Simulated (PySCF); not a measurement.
Fill in the blanks.

Species: C7H6ClF.
Z-matrix (Å and degrees, GFN2-xTB geometry), rows numbered from 1:
```
F 
C   1  1.3699
C   2  1.5041  1  112.15
C   3  1.3873  2  121.57  1    -0.04
C   4  1.3841  3  120.51  2  -179.96
C   5  1.3844  4  119.45  3    -0.11
Cl  6  1.7288  5  119.73  4  -179.85
C   6  1.3870  5  120.74  4     0.14
C   8  1.3815  6  119.35  5    -0.01
H   2  1.0972  1  106.67  3  -121.70
H   2  1.0972  1  106.66  3   121.71
H   4  1.0791  3  119.70  2     0.06
H   5  1.0784  4  120.41  3   179.86
H   8  1.0785  6  120.07  5   179.96
H   9  1.0801  3  119.74  2     0.08
```

```json
{"property": "point group of the GFN2-xTB geometry", "level": "GFN2-xTB", "value": "?"}
{"property": "rotational constants A, B, C of the GFN2-xTB geometry", "level": "GFN2-xTB", "value": "4.752, 0.656, 0.579 GHz"}
{"property": "dipole moment", "level": "PBE0/def2-SVPD", "value": "1.81 D"}
{"property": "HOMO energy", "level": "PBE0/def2-SVPD", "value": "-7.16 eV"}
{"property": "LUMO energy", "level": "PBE0/def2-SVPD", "value": "-0.79 eV"}
{"property": "lowest singlet excitation", "level": "TDDFT PBE0/def2-SVPD", "value": "?"}
{"property": "strongest line among the 6 lowest singlet transitions", "level": "TDDFT PBE0/def2-SVPD", "value": "S5 at 6.90 eV (180 nm, f = 0.607)"}
{"property": "lowest triplet excitation (Tamm–Dancoff)", "level": "TDA PBE0/def2-SVPD", "value": "?"}
{"property": "static isotropic polarisability", "level": "PBE0/def2-SVPD", "value": "94.7 au"}
{"property": "electronic spatial extent ⟨r²⟩ about the centre of nuclear charge", "level": "PBE0/def2-SVPD", "value": "?"}
{"property": "13C chemical shifts (computed TMS as zero) by class", "level": "GIAO PBE0/pcSseg-1", "value": "?"}
{"property": "1H chemical shifts (computed TMS as zero) by class", "level": "GIAO PBE0/pcSseg-1", "value": "7.67 (H13/H14), 7.52 (H12/H15), 5.92 (H10/H11) ppm"}
{"property": "isotropic shieldings of nuclei other than C and H, by class", "level": "GIAO PBE0/pcSseg-1", "value": "?"}
```

Electronic properties: PySCF, gas phase, density fitting. One conformer (not necessarily the lowest) at the GFN2-xTB geometry, without solvent or vibrations. NMR classes are plain means over equivalent atoms (diastereotopic ones count apart unless rotation or inversion swaps them), as if these changed places fast; in this geometry the members of some classes differ.

Task: The electronic spatial extent ⟨r²⟩ about the centre of nuclear charge?

Result: 1740 bohr².

Task: What is the lowest triplet excitation (Tamm–Dancoff)?

Result: 3.96 eV.

Task: What is the point group of the GFN2-xTB geometry?

Result: Cs.

Task: Give the isotropic shieldings of nuclei other than C and H, by class.

Result: 436 (F1), 716 (Cl7) ppm.

Task: Give the lowest singlet excitation.

Result: 5.22 eV (237 nm, f = 0.009).

Task: What are the 13C chemical shifts (computed TMS as zero) by class?

Result: 144.4 (C6), 142.6 (C3), 135.0 (C5/C8), 129.3 (C4/C9), 86.4 (C2) ppm.

The largest Löwdin shares of the LUMO are 0.22 on C9, 0.21 on C5, 0.12 on C3 and 0.12 on C6. A dipole of 1.81 D is allowed in Cs, and pure rotational transitions are dipole-allowed. The 6 singlets span 5.22 to 6.92 eV, and their oscillator strengths add up to 1.12.
